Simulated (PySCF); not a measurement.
m-anisidine, C7H9NO.
SMILES with atom numbers: `[CH3:1][O:2][c:3]1[cH:4][cH:5][cH:6][c:7]([NH2:8])[cH:9]1` (hydrogens: H10, H11, H12 on C1; H13 on C4; H14 on C5; H15 on C6; H16, H17 on N8; H18 on C9)

Geometry (PBE0-D3(BJ)/def2-SVP, Å), atoms numbered from 1 in this order:
```xyz
18
C7H9NO angstrom
C     -2.7558   -0.5400   -0.2766
O     -1.4509   -1.0296   -0.1667
C     -0.4215   -0.1582   -0.2476
C     -0.5731    1.2161   -0.4649
C      0.5761    2.0072   -0.5273
C      1.8453    1.4684   -0.3798
C      1.9982    0.0848   -0.1597
N      3.2549   -0.4756   -0.0559
C      0.8521   -0.7145   -0.0953
H     -2.9393   -0.0683   -1.2585
H     -2.9892    0.1941    0.5152
H     -3.4266   -1.4021   -0.1683
H     -1.5557    1.6706   -0.5847
H      0.4703    3.0819   -0.6967
H      2.7287    2.1088   -0.4383
H      4.0042    0.1488    0.2101
H      3.3097   -1.3814    0.3897
H      0.9251   -1.7913    0.0716
```

Linear response at wB97X-D/def2-SVPD (PySCF, frozen core in the response, non-relativistic).

Static isotropic polarisability: 97.50 au (14.45 Å³), principal values 60.6, 100.9, 131.1 au.

(1) What is the polarisability at 1064 nm and at the sodium D line?

(2) What is the isotropic C6 coefficient between two such molecules, C6 = (3/π)∫α(iω)² dω?

(3) Which effective excitation energy ω̄ makes London's formula C6 = (3/4)α²ω̄ exact here?

(4) How many electrons N does the Slater–Kirkwood formula C6 = (3/4)·√N·α^(3/2) need to give this C6?

(5) How anisotropic is the static polarisability, by Δα² = ½[(α1 − α2)² + (α2 − α3)² + (α3 − α1)²]?

(6) What three-body coefficient follows from the one-pole estimate C9 = (3/4)·α·C6?

(7) What n − 1 at the D line would an ideal gas of it have at 273.15 K and 1 atm (2.6868 × 10¹⁹ cm⁻³), by n − 1 = 2π·N·α′?

(8) What molar refraction at the D line follows from R = (4π/3)·N_A·α′, with α′ the polarisability volume?

## Answers

(1) 98.74 au at 1064 nm (+1.3 %), 101.81 au at 589.3 nm (+4.4 %). The rise at 589.3 nm is 3.47 times that at 1064 nm; a pure ω² law gives 3.26. The lowest singlet lies at 251 nm, shorter than both wavelengths.

(2) 3602 au (Eh·bohr⁶) by a ten-point quadrature over imaginary frequencies, which is 2150 eV·Å⁶ or 208 J·nm⁶/mol.

(3) ω̄ = 4·C6/(3α²) = 0.505 Eh = 13.7 eV. A one-pole form α(ω) = α/(1 − ω²/ω̄²) fitted to the 1064 nm value gives 10.4 eV.

(4) N = (4·C6/3)²/α³ = 24.9; the species has 66 electrons in all.

(5) Δα = 61.3 au, or 0.63 of the isotropic value.

(6) 263000 au. This is an estimate from the two numbers above, not a computed integral.

(7) 25.47 × 10⁻⁴, a formal value whether or not that pressure can be reached.

(8) α′ = 15.09 Å³ gives R = 38.06 cm³/mol, for isolated, non-vibrating species.

The run took about 1.8 min of CPU time (one thread, shared machine). This is the whole response run at wB97X-D/def2-SVPD, SCF included.

One conformer stands for the species.

The pairwise dispersion term of wB97X-D wasn't added to the energies; at a given geometry it leaves orbitals and properties as they are.
